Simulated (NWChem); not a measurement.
System: CH$_{4}$O$_{2}$Si; SMILES O1CO[SiH2]1

Input file for NWChem:

```
start job
memory heap 200 mb stack 900 mb global 1100 mb
geometry units angstroms noautoz
  C      0.000000     0.000000    -1.259975
  O      0.000000     1.103357    -0.362872
  Si     0.000000     0.000000     0.917071
  O      0.000000    -1.103357    -0.362872
  H     -0.904923     0.000000    -1.895290
  H      0.904923     0.000000    -1.895290
  H      1.218532     0.000000     1.771246
  H     -1.218532     0.000000     1.771246
end
basis spherical
  * library def2-svp
end
dft
  xc scan
  grid xfine
  iterations 150
  mulliken
end
task dft gradient
```

Output (shortened):

```
             Northwest Computational Chemistry Package (NWChem) 7.3.0
             --------------------------------------------------------

 C2V symmetry detected

                             Geometry "geometry" -> ""
                             -------------------------

 Output coordinates in angstroms (scale by  1.889725989 to convert to a.u.)

  No.       Tag          Charge          X              Y              Z
 ---- ---------------- ---------- -------------- -------------- --------------
    1 C                    6.0000     0.00000000     0.00000000    -1.24060260
    2 O                    8.0000     0.00000000     1.10335700    -0.34349960
    3 Si                  14.0000     0.00000000     0.00000000     0.93644340
    4 O                    8.0000     0.00000000    -1.10335700    -0.34349960
    5 H                    1.0000    -0.90492300     0.00000000    -1.87591760
    6 H                    1.0000     0.90492300     0.00000000    -1.87591760
    7 H                    1.0000     1.21853200     0.00000000     1.79061840
    8 H                    1.0000    -1.21853200     0.00000000     1.79061840

 Effective nuclear repulsion energy (a.u.)     179.7137261245

      Symmetry information
      --------------------

 Group name             C2v
 Group number             16
 Group order               4
 No. of unique centers     5

                                 NWChem DFT Module
                                 -----------------

 Summary of "ao basis" -> "ao basis" (spherical)
 ------------------------------------------------------------------------------
       Tag                 Description            Shells   Functions and Types
 ---------------- ------------------------------  ------  ---------------------
 C                          def2-svp                 6       14   3s2p1d
 O                          def2-svp                 6       14   3s2p1d
 Si                         def2-svp                 8       18   4s3p1d
 H                          def2-svp                 3        5   2s1p

      Symmetry analysis of basis
      --------------------------

        a1         34
        a2          8
        b1         19
        b2         19

            General Information
            -------------------
          SCF calculation type: DFT
          Wavefunction type:  closed shell.
          No. of atoms     :     8
          No. of electrons :    40
           Alpha electrons :    20
            Beta electrons :    20
          Charge           :     0
          Spin multiplicity:     1
          Use of symmetry is: on ; symmetry adaption is: on
          Maximum number of iterations: 150
          AO basis - number of functions:    80
                     number of shells:    38
          Convergence on energy requested:  1.00D-06
          Convergence on density requested:  1.00D-05
          Convergence on gradient requested:  5.00D-04

              XC Information
              --------------
                         SCAN Method XC Functional
                  SCAN metaGGA Exchange Functional  1.000
                        SCAN Correlation Potential  1.000

             Grid Information
             ----------------
          Grid used for XC integration:  xfine
          Radial quadrature: Mura-Knowles
          Angular quadrature: Lebedev.
          Tag              B.-S. Rad. Rad. Pts. Rad. Cut. Ang. Pts.
          ---              ---------- --------- --------- ---------
          C                   0.70      100          10.0      1454
          O                   0.60      100           8.0      1454
          Si                  1.10      125          10.0      1454
          H                   0.35      100          12.0      1202
          Grid pruning is: on
          Number of quadrature shells:   525
          Spatial weights used:  Erf1

      Superposition of Atomic Density Guess
      -------------------------------------

 Sum of atomic energies:        -477.74277864

      Non-variational initial energy
      ------------------------------

 Total energy =    -479.486069
 1-e energy   =   -1016.300688
 2-e energy   =     357.100893
 HOMO         =      -0.329299
 LUMO         =       0.026912

      Symmetry analysis of molecular orbitals - initial
      -------------------------------------------------

  Numbering of irreducible representations:

     1 a1          2 a2          3 b1          4 b2

  Orbital symmetries:

     1 a1          2 a1          3 b2          4 a1          5 a1
     6 a1          7 b1          8 b2          9 a1         10 b2
    11 a1         12 a1         13 b1         14 b2         15 a1
    16 a1         17 a2         18 b2         19 b1         20 b1
    21 b2         22 a1         23 a1         24 a1         25 b1
    26 b2         27 b1         28 a1         29 a1         30 b1

     ---------------------------------------------
      Total Density - Mulliken Population Analysis
     ---------------------------------------------

[...]

                         DFT ENERGY GRADIENTS

    atom               coordinates                        gradient
                 x          y          z           x          y          z
   1 C       0.000000   0.000000  -2.344399    0.000000   0.000000   0.003659
   2 O       0.000000   2.085042  -0.649120    0.000000  -0.004684  -0.001735
   3 Si      0.000000   0.000000   1.769621    0.000000   0.000000   0.000313
   4 O       0.000000  -2.085042  -0.649120    0.000000   0.004684  -0.001735
   5 H      -1.710057   0.000000  -3.544970    0.000276   0.000000  -0.000247
   6 H       1.710057   0.000000  -3.544970   -0.000276   0.000000  -0.000247
   7 H       2.302692   0.000000   3.383778    0.000292   0.000000  -0.000004
   8 H      -2.302692   0.000000   3.383778   -0.000292   0.000000  -0.000004
```

Level: SCAN/def2-SVP. All runs use the structure optimised with PBE0/def2-SVP.
